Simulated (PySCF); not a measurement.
Compound: CH8NP2Si (doublet state).
Structure used (GFN2-xTB), in Å, numbered top down from 1:
```xyz
13
CH8NP2Si angstrom
C      1.9082   -0.8440   -0.0199
N      0.5269   -0.9538    0.3666
Si    -0.7371    0.0552   -0.2376
P      0.1843    2.1343   -0.1531
P     -2.3698   -0.2522    1.3127
H      2.5567   -1.1257    0.8116
H      2.1112    0.1945   -0.2824
H      2.1531   -1.4742   -0.8809
H      0.2946   -1.8695    0.7232
H     -1.0157    2.7798   -0.4009
H      0.5326    2.1570   -1.4940
H     -2.8832   -1.3778    0.6944
H     -3.2664    0.5770    0.6640
```

The hyperfine couplings belong to this conformer and change with its torsions.

As a line formula: `P[Si](P)NC` [radical].

Computed, not measured: PySCF, UKS B3LYP, pcH-1 on C H N P Si, non-relativistic, mean-field spin-orbit, GIAO. Geometry: GFN2-xTB, one conformer, isolated molecule. Couplings are sensitive to structure, and on GFN2-xTB geometries they can be far from those on DFT ones, by a factor of two or more for some ions and for spin on atoms past the first row. Stability of the SCF solution: not tested.

(1) The isotropic 1H couplings, averaged over equivalent nuclei, are -13.4, +10.8, +7.7 MHz. Assign them to H6/H7/H8; H9; H10/H11/H12/H13.

Results:

(1) 
```csv
site,a_iso (MHz),ρ(0) (bohr⁻³),position,distance from Si3 (Å),bound to,spin population there,largest |T| (MHz)
H6/H7/H8,+10.8,+0.0024,3 bonds from Si3,3.28,C1,-0.01,3.4
H9,-13.4,-0.0030,"2 bonds from Si3, on N2 of spin population +0.15",2.39,N2,+0.15,14.4
H10/H11/H12/H13,+7.7,+0.0017,"2 bonds from Si3, on P4 of spin population +0.13",2.75,P4/P5,+0.12,4.4
```

ρ(0) is the spin density at the nucleus and T the dipolar tensor; a_iso includes a spin–orbit part; entries for several nuclei are means. The largest Mulliken spin populations are on Si3 (+0.60), N2 (+0.15), P4 (+0.13) and P5 (+0.12). The angles at Si3 add up to 317.9°, so it is pyramidal.

Examples of negative spin density at the nucleus (bohr⁻³): P4/P5 (-0.0104), C1 (-0.0053) and H9 (-0.0030).

Class means assume fast exchange of nuclei equivalent by connectivity; if that motion is slow, each nucleus keeps its own coupling. The three 1H nuclei of mean +10.8 MHz run from 0.9 to 17.2 MHz in the frozen geometry. The 1H value of +7.7 MHz is a mean of couplings from -4.2 to 20.5 MHz in this one geometry, not an average over conformers.
